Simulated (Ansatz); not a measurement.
Species: sum formula SiNH4, net charge 0, doublet state. It need not be the lowest isomer of its formula. 
Structure (B3LYP-D3(BJ)/def2-TZVP (Ansatz, a first-principles code) minimum search):
SMILES: [SiH2]N
```xyz
6

Si    -0.6251     0.0767    -0.0245
N      1.1015    -0.0449    -0.0103
H     -1.1414    -1.1445    -0.7060
H     -1.0708     0.1044     1.3977
H      1.6507     0.5645     0.5765
H      1.6028    -0.2838    -0.8524
```
Charge 0, spin multiplicity 2.

Total electronic energies in hartree. Valence correlation only, unless marked. Open shells are spin-unrestricted. No spin-orbit coupling. No relativistic terms. CBS(X,Y): correlation extrapolated as X^-3; Hartree-Fock from the larger set (for Q and 5 zeta extrapolated as (X+1)exp(-9√X)). [CCSD(T)-MP2]/basis is that difference in the basis named.

| level | program | energy (Eh) |
|---|---|---|
| HF/def2-QZVPPD | Ansatz | -345.74130 |
| RI-HF/cc-pV(T+d)Z | Ansatz | -345.73108 |
| BLYP/def2-TZVPD | Ansatz | -346.62952 |
| revPBE-D4/def2-TZVPD | Ansatz + dftd4 | -346.58659 |
| PBE0-D4/def2-TZVPD | Ansatz + dftd4 | -346.46596 |
| MP2/def2-SVP | Ansatz | -345.81273 |
| MP2/aug-cc-pV(Q+d)Z | Ansatz | -346.09402 |
| SCS-MP2/def2-QZVPP | Ansatz | -346.09921 |
| CCSD/CBS(cc-pV(Q+d)Z,cc-pV(5+d)Z) | Ansatz | -346.1287 |
| CCSD(T)/STO-3G | Ansatz | -341.71889 |
| CCSD(T)/cc-pV(D+d)Z | Ansatz | -345.99424 |
| CCSD(T)/aug-cc-pV(T+d)Z | Ansatz | -346.10714 |
| CCSD(T)/cc-pwCVTZ | Ansatz | -346.10268 |
| RI-MP2/CBS(cc-pV(T+d)Z,cc-pV(Q+d)Z)+[CCSD(T)-MP2]/cc-pV(Q+d)Z | Ansatz | -346.1445 |
| CCSD(T)/CBS(cc-pV(Q+d)Z,cc-pV(5+d)Z) | Ansatz | -346.1439 |

Totals of different functionals don't rank their quality; only differences between species are comparable.
